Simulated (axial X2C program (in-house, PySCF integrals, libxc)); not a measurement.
## SrPd: from Re and ωe to a spectrum

A bond curve at the PBE0 level, with spin–orbit coupling, was computed with an in-house all-electron X2C program for linear molecules (integrals from PySCF) (basis Pd dyall-cv3z [12s12p8d5f3g], Sr dyall-cv3z [13s12p8d5f1g] (cores contracted in-house)) for the state Ω = 0 (closed shell). Its fit gives Re = 2.4632 Å, ωe = 192.2 cm⁻¹, ωexe = 0.523 cm⁻¹ and αe = 2.399e-04 cm⁻¹; the masses are 105.9035 and 87.9056 u. Two-component means X2C with spin–orbit coupling and atomic mean-field Coulomb and Gaunt terms.

Problem. Find the reduced mass, Be and the force constant.

Solution. From the PBE0 values: μ = 48.0344 u. Be = 16.8576/(μ Re²) = 0.05784 cm⁻¹. k = 5.8918×10⁻⁷ μ ωe² = 1.05 mdyn/Å.

Problem. Give B0, the J = 1←0 line in GHz and the most populated J at 300 K (kT = 208.5 cm⁻¹).

Solution. B0 = Be − αe/2 = 0.05772 cm⁻¹; 2B0 = 3.461 GHz; J(max) ≈ √(kT/2B0) − 1/2 = 42.0, so J = 42.

Problem. A Morse curve ties αe to the other constants (Pekeris). How well does that hold?

Solution. αe(Morse) = 6Be²/ωe × (√(ωexe/Be) − 1) = 2.096e-04 cm⁻¹; the PBE0 curve gives 2.399e-04 cm⁻¹, a ratio of 0.87.

Problem. Estimate De from a Morse curve and compare with the computed well depth of 2.049 eV to Pd + Sr.

Solution. De(Morse) = ωe²/(4ωexe) = 2.189 eV against 2.049 eV computed, a ratio of 1.07. For De the Morse form works well here.

Problem. Where do the fundamental and the first overtone lie?

Solution. ν(1←0) = ωe − 2ωexe = 191.2 cm⁻¹; ν(2←0) = 2ωe − 6ωexe = 381.3 cm⁻¹.

The state is a single determinant with fixed occupations, the lowest that a limited PBE0 search found. Dissociation energies refer to the lowest single-determinant-based atoms at the same level and basis.
